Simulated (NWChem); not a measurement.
**FNa in NWChem**

```xyz
2

Na     0.0000     0.0000    -0.8497
F      0.0000     0.0000     1.0385
```
Charge 0, spin multiplicity 1.

All runs are NWChem calculations. The geometry was optimised at PBE0/def2-SVP, a minimum by its harmonic frequencies.

Symmetry labels belong to the abelian group C2v used in the runs, with the axes of the coordinates shown; states degenerate in a higher group split over its labels.

The structure started from a generated list of species.

Question: List the lowest 6 singlet excitations that TD-PBE/def2-SVPD gives, with oscillator strengths.

Answer: 
```
state  symmetry  energy (eV)  wavelength (nm)      f
-----  --------  -----------  ---------------  -----
1            b2         3.19              388  0.007
2            b1         3.19              388  0.007
3            a1         3.58              347  0.056
4            a2         5.17              240  0.000
5            a1         5.17              240  0.000
6            a2         5.18              239  0.000
```
